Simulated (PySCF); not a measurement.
**Electron correlation in Br (bromine, neutral)**

Starting occupation: [Ar] 3d10 4s1 4p6, 4s1/2 with m_j = +1/2. All numbers are calculated (PySCF 2.14, X2C-1e with screened-nucleus spin-orbit coupling, Gaussian nucleus, in x2c-TZVPall-2c (6s7p4d1f, 54 functions)). Frozen: [Ne]; 25 electrons correlated.

MP2 pair energies summed by pair of shells (mhartree):

| pair | energy | share (%) |
| --- | --- | --- |
| 4p-4p | -187.29 | 39.9 |
| 3d-3d | -87.45 | 18.6 |
| 3d-3p | -68.50 | 14.6 |
| 3d-4p | -32.24 | 6.9 |
| 3p-3p | -23.04 | 4.9 |
| 4p-4s | -21.99 | 4.7 |
| 3d-3s | -20.17 | 4.3 |
| 3p-3s | -10.98 | 2.3 |
| 3p-4p | -7.25 | 1.5 |
| 3d-4s | -5.70 | 1.2 |
| 3s-4p | -1.95 | 0.4 |
| 3p-4s | -1.53 | 0.3 |
| 3s-3s | -1.42 | 0.3 |
| 3s-4s | -0.30 | 0.1 |

Total MP2 correlation energy: -469.81 mhartree.

The GHF reference relaxed away from the jj start to a determinant that is no pure jj level (⟨S²⟩ = 0.78, ⟨J²⟩ = 0.78); the energies belong to that determinant.

This basis was not built for core-valence correlation, so the inner-shell part is incomplete.
